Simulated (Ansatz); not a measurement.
One change: `BNC(=C)C` becomes `C=C(C)Cl`.

Ansatz, PBE0-D4/def2-TZVP geometries, multiplicity 1. Each molecule was computed in one conformer, which needn't be the lowest.

```csv
property,`BNC(=C)C`
LUMO energy (ωB97M-V/def2-TZVPP) / eV,1.27
LUMO energy (PBE/def2-TZVPP) / eV,-1.52
HOMO energy (PBE/def2-TZVPP) / eV,-5.71
HOMO–LUMO gap (PBE/def2-TZVPP) / eV,4.19
HOMO energy (PBE0/def2-TZVPP) / eV,-6.72
HOMO–LUMO gap (B3LYP/def2-TZVPP) / eV,5.71
```

(1) What does the change do to each property? (An estimate is asked.)

Results:

(1) The calculation gave: 
| property | `C=C(C)Cl` | shift |
| --- | --- | --- |
| LUMO energy (ωB97M-V/def2-TZVPP) / eV | 2.11 | 0.84 |
| LUMO energy (PBE/def2-TZVPP) / eV | -1.02 | 0.50 |
| HOMO energy (PBE/def2-TZVPP) / eV | -6.14 | -0.43 |
| HOMO–LUMO gap (PBE/def2-TZVPP) / eV | 5.13 | 0.94 |
| HOMO energy (PBE0/def2-TZVPP) / eV | -7.30 | -0.58 |
| HOMO–LUMO gap (B3LYP/def2-TZVPP) / eV | 6.83 | 1.12 |

With PBE0 the HOMO falls by 0.58 eV and the LUMO rises by 0.58 eV, so the gap widens by about 1.16 eV. PBE moves the HOMO by -0.43 eV and ωB97M-V by -0.63 eV.

B3LYP here is the variant with VWN-RPA as its local correlation; programs differ in this.
